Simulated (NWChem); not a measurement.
Species: BO cation

```xyz
2

B      0.0000     0.0000    -0.7253
O      0.0000     0.0000     0.4611
```
Atoms are numbered in this order, from 1.

All runs: NWChem. Coordinates come from a PBE0/def2-SVP optimisation. Isotropic indirect couplings, all four terms, static geometry, non-relativistic.

Task: Estimate the computed values for PBE0/pcJ-1. Quantities: J(11B atom 1, 17O atom 2) (Hz).

Result: 
```
Item                            Value
------------------------------  -----
J(11B atom 1, 17O atom 2) (Hz)   26.3
```
